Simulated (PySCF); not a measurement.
**Dipole response of Cr⁺ (chromium, charge +1)**

[Ar] 3d5, high-spin 6S determinant. Calculation: PySCF 2.14, in aug-cc-pwCVTZ-DK with one added diffuse shell each of s, p, d, f, g type (11s10p8d5f4g, 152 functions); scalar relativity by spin-free X2C-1e. Coupled (time-dependent) response in atomic units; α is the mean over directions.

```
method  mean α (bohr³)  C₆ (like pair)  S(−4)
  PBE0           12.68           47.24  193.8
```

S(−4) is the Cauchy moment in α(ω) = α(0) + S(−4) ω² + …

α(iu) at PBE0:

```
u (hartree)  α(iu) (bohr³)
          0          12.68
     0.0500          12.22
      0.100          11.11
      0.200          8.655
      0.300          6.888
      0.500          4.869
      0.750          3.537
       1.00          2.738
       1.50          1.819
       2.00          1.307
       3.00         0.7709
       5.00         0.3610
```

For an ion, C₆ is the dispersion term alone; charge-induced terms of lower order in 1/R come first.
